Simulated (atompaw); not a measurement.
u(r) = r·R(r): atom against pseudo-atom (La)

Columns: radius, all-electron u(r) and pseudo u(r) of the 5p shell (level -22.40 eV) of lanthanum in the configuration [Kr] 4d10 4f0 5s2 5p6 5d1 6s2 6p0; PBE, scalar-relativistic, PAW (atompaw) scheme, atompaw 4.2.0.5.

```json
{"r (bohr)": "0.115", "all-electron": "0.0317", "pseudo": "0.0097"}
{"r (bohr)": "0.231", "all-electron": "0.2775", "pseudo": "0.0387"}
{"r (bohr)": "0.346", "all-electron": "-0.0752", "pseudo": "0.0848"}
{"r (bohr)": "0.462", "all-electron": "-0.3889", "pseudo": "0.1465"}
{"r (bohr)": "0.577", "all-electron": "-0.4412", "pseudo": "0.2194"}
{"r (bohr)": "0.692", "all-electron": "-0.2917", "pseudo": "0.3003"}
{"r (bohr)": "0.808", "all-electron": "-0.0459", "pseudo": "0.3857"}
{"r (bohr)": "0.923", "all-electron": "0.2112", "pseudo": "0.4700"}
{"r (bohr)": "1.038", "all-electron": "0.4376", "pseudo": "0.5498"}
{"r (bohr)": "1.154", "all-electron": "0.6168", "pseudo": "0.6221"}
{"r (bohr)": "1.269", "all-electron": "0.7431", "pseudo": "0.6824"}
{"r (bohr)": "1.385", "all-electron": "0.8226", "pseudo": "0.7294"}
{"r (bohr)": "1.500", "all-electron": "0.8615", "pseudo": "0.7607"}
{"r (bohr)": "1.615", "all-electron": "0.8686", "pseudo": "0.7762"}
{"r (bohr)": "1.731", "all-electron": "0.8514", "pseudo": "0.7762"}
{"r (bohr)": "1.846", "all-electron": "0.8171", "pseudo": "0.7616"}
{"r (bohr)": "1.962", "all-electron": "0.7710", "pseudo": "0.7341"}
{"r (bohr)": "2.077", "all-electron": "0.7183", "pseudo": "0.6965"}
{"r (bohr)": "2.192", "all-electron": "0.6622", "pseudo": "0.6512"}
{"r (bohr)": "2.308", "all-electron": "0.6048", "pseudo": "0.6005"}
{"r (bohr)": "2.423", "all-electron": "0.5489", "pseudo": "0.5480"}
{"r (bohr)": "2.538", "all-electron": "0.4953", "pseudo": "0.4956"}
{"r (bohr)": "2.654", "all-electron": "0.4444", "pseudo": "0.4447"}
{"r (bohr)": "2.769", "all-electron": "0.3975", "pseudo": "0.3976"}
{"r (bohr)": "2.885", "all-electron": "0.3540", "pseudo": "0.3540"}
{"r (bohr)": "3.000", "all-electron": "0.3147", "pseudo": "0.3147"}
```

Q: How many radial nodes do the two functions have?

A: The all-electron 5p function has n − l − 1 = 3 (the table is too coarse to show those close to the nucleus); the pseudo-wave has 0, since the states of the same l below it are removed with the core.

Q: Where does each function peak?

A: Outermost all-electron maximum near 1.61 bohr, pseudo maximum near 1.61 bohr (to the table’s step).

Q: Is the pseudo-wave norm-conserving?

A: No, it belongs to a PAW set: the norm inside the radius is not constrained, and the difference is carried by the augmentation charge.
